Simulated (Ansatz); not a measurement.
Steps of a relaxation of `F[SiH]([SiH3])P` with RKS PBE-D4/def2-SVP.

```sh
$ ansatz run in.yaml --threads 2 --pin off --events-out ev --progress --plain --max-ram 4352MiB
```

```yaml
crystal:
  periodic: [false, false, false]
  atoms:
    - {symbol: F, position_ang: [-1.918900, 1.226700, -0.289300]}
    - {symbol: Si, position_ang: [-0.398400, 0.961000, -0.218700]}
    - {symbol: Si, position_ang: [0.016700, -0.620400, 1.382800]}
    - {symbol: P, position_ang: [0.337600, 0.285900, -2.233500]}
    - {symbol: H, position_ang: [0.326400, 2.223700, 0.062300]}
    - {symbol: H, position_ang: [1.510200, -0.892900, 1.447000]}
    - {symbol: H, position_ang: [-0.347100, -0.163500, 2.753500]}
    - {symbol: H, position_ang: [-0.604600, -1.888000, 1.086500]}
    - {symbol: H, position_ang: [-0.373900, -0.967900, -2.162700]}
    - {symbol: H, position_ang: [1.535200, -0.215700, -1.824900]}
basis:
  gaussian: {orbitals: def2-SVP}
hamiltonian: {xc: pbe, dispersion: d4}
relax: {f_tol: 0.03, max_steps: 200}
```

Positions (Å) and forces (eV/Å) along the path, 12 of 12 steps:

```xyz
10
step=1 energy=-27834.3299 eV
F    -1.919    1.227   -0.289   -4.017    0.770   -0.314
Si   -0.398    0.961   -0.219    3.843   -0.644    0.023
Si    0.017   -0.620    1.383    1.110    0.420    0.714
P     0.338    0.286   -2.233   -1.802    0.642   -1.238
H     0.326    2.224    0.062    0.154    0.393    0.161
H     1.510   -0.893    1.447   -0.121    0.107   -0.130
H    -0.347   -0.164    2.753   -0.213    0.047    0.285
H    -0.605   -1.888    1.087   -0.652   -1.011   -0.269
H    -0.374   -0.968   -2.163    0.138   -0.018    0.004
H     1.535   -0.216   -1.825    1.559   -0.707    0.764
10
step=2 energy=-27834.5940 eV
F    -1.913    1.246   -0.382   -2.236    0.497    0.063
Si   -0.361    0.947   -0.243    1.719   -0.371   -0.117
Si    0.064   -0.628    1.439    0.274    0.102    0.036
P     0.281    0.290   -2.328   -0.010    0.178    0.073
H     0.360    2.220    0.093    0.087    0.112   -0.043
H     1.561   -0.861    1.426   -0.126    0.000    0.033
H    -0.354   -0.195    2.818   -0.005    0.048   -0.002
H    -0.626   -1.900    1.101   -0.134   -0.321   -0.050
H    -0.384   -0.988   -2.255    0.034   -0.005    0.131
H     1.456   -0.183   -1.666    0.398   -0.239   -0.123
10
step=3 energy=-27834.6858 eV
F    -2.010    1.296   -0.218   -0.019    0.017   -0.232
Si   -0.397    0.966   -0.260    0.392   -0.079    0.380
Si    0.050   -0.636    1.418   -0.031    0.049   -0.074
P     0.320    0.287   -2.323    0.064   -0.205    0.053
H     0.359    2.236    0.049   -0.084    0.003   -0.034
H     1.543   -0.861    1.413   -0.040   -0.025    0.029
H    -0.382   -0.178    2.789    0.026   -0.011   -0.046
H    -0.647   -1.932    1.093    0.033    0.015    0.007
H    -0.329   -0.996   -2.182    0.019    0.015   -0.056
H     1.576   -0.232   -1.775   -0.360    0.222   -0.026
10
step=4 energy=-27834.5938 eV rejected
F    -1.933    1.308   -0.303    0.134   -0.044    0.355
Si   -0.312    0.989   -0.175   -0.524   -0.150   -1.530
Si    0.061   -0.681    1.416    0.062    0.116    0.263
P     0.201    0.242   -2.372    0.067    0.362    0.908
H     0.357    2.324    0.062    0.128   -0.202    0.080
H     1.534   -0.969    1.508    0.049    0.017   -0.039
H    -0.404   -0.146    2.739   -0.022   -0.088    0.148
H    -0.660   -1.961    1.101   -0.059    0.051   -0.095
H    -0.272   -1.101   -2.128    0.011    0.052    0.109
H     1.511   -0.056   -1.845    0.155   -0.114   -0.201
10
step=5 energy=-27834.7075 eV
F    -1.983    1.300   -0.261   -0.032    0.015   -0.041
Si   -0.370    0.967   -0.245    0.117   -0.035    0.028
Si    0.054   -0.642    1.420   -0.013    0.014   -0.012
P     0.269    0.291   -2.331   -0.046   -0.098    0.048
H     0.371    2.247    0.046   -0.014    0.011    0.006
H     1.541   -0.889    1.445   -0.007   -0.008    0.004
H    -0.390   -0.184    2.784    0.003   -0.006   -0.003
H    -0.647   -1.930    1.078    0.006    0.005   -0.003
H    -0.280   -1.025   -2.135   -0.185   -0.048   -0.060
H     1.519   -0.185   -1.798    0.170    0.149    0.033
10
step=6 energy=-27834.7192 eV
F    -1.973    1.321   -0.261   -0.020   -0.011    0.006
Si   -0.364    0.963   -0.242    0.056    0.034   -0.064
Si    0.048   -0.648    1.421   -0.012    0.013    0.006
P     0.232    0.263   -2.333   -0.019   -0.054    0.104
H     0.389    2.239    0.039    0.003   -0.014   -0.005
H     1.531   -0.909    1.455    0.000   -0.002   -0.006
H    -0.398   -0.187    2.782   -0.003   -0.010    0.008
H    -0.661   -1.928    1.070   -0.005   -0.009    0.003
H    -0.262   -1.070   -2.090   -0.042   -0.005   -0.040
H     1.540   -0.094   -1.836    0.042    0.057   -0.011
10
step=7 energy=-27834.7222 eV
F    -1.968    1.332   -0.246   -0.009    0.021    0.000
Si   -0.360    0.968   -0.243   -0.003   -0.044   -0.005
Si    0.035   -0.650    1.418    0.018    0.022    0.017
P     0.204    0.239   -2.328    0.003    0.004    0.030
H     0.410    2.235    0.023   -0.003    0.001   -0.010
H     1.517   -0.924    1.445    0.000   -0.008    0.001
H    -0.401   -0.194    2.785   -0.002   -0.007   -0.001
H    -0.683   -1.926    1.067   -0.007    0.008   -0.006
H    -0.221   -1.110   -2.048    0.003   -0.006   -0.017
H     1.549   -0.021   -1.870    0.001    0.010   -0.009
10
step=8 energy=-27834.7192 eV rejected
F    -1.971    1.336   -0.249    0.002   -0.009    0.016
Si   -0.365    0.961   -0.242    0.048    0.044   -0.010
Si    0.047   -0.639    1.430   -0.095   -0.072   -0.075
P     0.202    0.241   -2.328   -0.014   -0.014    0.037
H     0.411    2.226    0.018   -0.009    0.019   -0.013
H     1.521   -0.942    1.436    0.037    0.050    0.057
H    -0.420   -0.201    2.789    0.067    0.040    0.047
H    -0.675   -1.908    1.075   -0.044   -0.052   -0.030
H    -0.216   -1.111   -2.051    0.006   -0.015   -0.026
H     1.549   -0.014   -1.874    0.002    0.009   -0.003
10
step=9 energy=-27834.7228 eV
F    -1.969    1.336   -0.245   -0.005    0.009    0.003
Si   -0.362    0.966   -0.241    0.007   -0.024    0.002
Si    0.036   -0.649    1.422   -0.001    0.007    0.006
P     0.202    0.239   -2.325    0.007    0.000    0.003
H     0.411    2.233    0.019   -0.002    0.001   -0.009
H     1.517   -0.927    1.447    0.001   -0.002    0.002
H    -0.401   -0.196    2.789    0.002   -0.003    0.004
H    -0.685   -1.922    1.067   -0.006    0.002   -0.002
H    -0.216   -1.115   -2.056    0.004    0.000   -0.004
H     1.550   -0.015   -1.873   -0.007    0.010   -0.005
10
step=10 energy=-27834.7231 eV
F    -1.967    1.347   -0.236    0.006   -0.002    0.007
Si   -0.363    0.961   -0.240    0.000    0.015    0.003
Si    0.030   -0.650    1.426   -0.003   -0.011   -0.002
P     0.184    0.229   -2.325    0.038   -0.048    0.014
H     0.423    2.224    0.003   -0.004    0.003    0.004
H     1.509   -0.940    1.448   -0.001    0.001    0.001
H    -0.403   -0.201    2.795    0.002    0.006    0.002
H    -0.700   -1.916    1.066   -0.004   -0.001    0.003
H    -0.185   -1.138   -2.036    0.034    0.039   -0.017
H     1.554    0.032   -1.899   -0.068   -0.003   -0.014
10
step=11 energy=-27834.7233 eV
F    -1.966    1.347   -0.230    0.003    0.003    0.001
Si   -0.362    0.961   -0.240   -0.017   -0.015    0.007
Si    0.030   -0.650    1.427    0.001   -0.007   -0.004
P     0.182    0.229   -2.326    0.048   -0.029    0.012
H     0.423    2.224    0.004    0.001   -0.001   -0.008
H     1.508   -0.941    1.449    0.000   -0.002    0.003
H    -0.403   -0.197    2.796    0.003    0.006    0.001
H    -0.703   -1.915    1.070   -0.003    0.000    0.001
H    -0.177   -1.143   -2.051    0.012    0.041    0.007
H     1.550    0.033   -1.897   -0.047    0.005   -0.021
10
step=12 energy=-27834.7238 eV
F    -1.973    1.334   -0.234   -0.009   -0.001    0.000
Si   -0.368    0.956   -0.241    0.004   -0.003    0.000
Si    0.026   -0.653    1.427    0.006    0.004    0.005
P     0.190    0.232   -2.327   -0.001    0.002   -0.002
H     0.409    2.223    0.004    0.007    0.006    0.001
H     1.499   -0.973    1.424   -0.002    0.001    0.001
H    -0.369   -0.179    2.800   -0.001   -0.001   -0.003
H    -0.738   -1.905    1.094   -0.006   -0.006    0.000
H    -0.150   -1.141   -2.047    0.002   -0.002    0.001
H     1.558    0.055   -1.897   -0.001    0.001   -0.002
```

Run time 20 s (2 threads of an Arm Neoverse V2 on a shared host); peak host memory 0.14 GiB.
